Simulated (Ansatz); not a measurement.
The Ge1–O2 bond of GeO is stretched (multiplicity 1).


Correlated levels freeze the cores. Filled d and f shells under p-block atoms count as core.

The values were computed with Ansatz (Gaussian basis) for Hartree–Fock, density functionals and correlated methods. Each number belongs to the level named beside it.

FIC-MRCISD+Q on CASSCF(10,8)/cc-pVTZ, total energies (hartree):

```json
[
 {"R (Å)": "1.632", "CASSCF": "-2150.419875", "MRCISD": "-2150.629375", "weight c² of the reference": "0.93964"},
 {"R (Å)": "2.857", "CASSCF": "-2150.204101", "MRCISD": "-2150.424448", "weight c² of the reference": "0.92996"},
 {"R (Å)": "6.530", "CASSCF": "-2150.175160", "MRCISD": "-2150.385302", "weight c² of the reference": "0.93293"}
]
```

Task: Add the Davidson correction (E_MRCISD − E_CASSCF)(1 − c²)/c² and give the energies above the first point at the three levels.

Result: 
Corrections (hartree): -0.013457, -0.016595, -0.015107. Above the first point (kcal/mol):
- R = 2.857 Å: CASSCF 135.4, MRCISD 128.6, with the correction 126.6
- R = 6.530 Å: CASSCF 153.6, MRCISD 153.2, with the correction 152.1

Ansatz is a quantum-chemistry and plane-wave program.
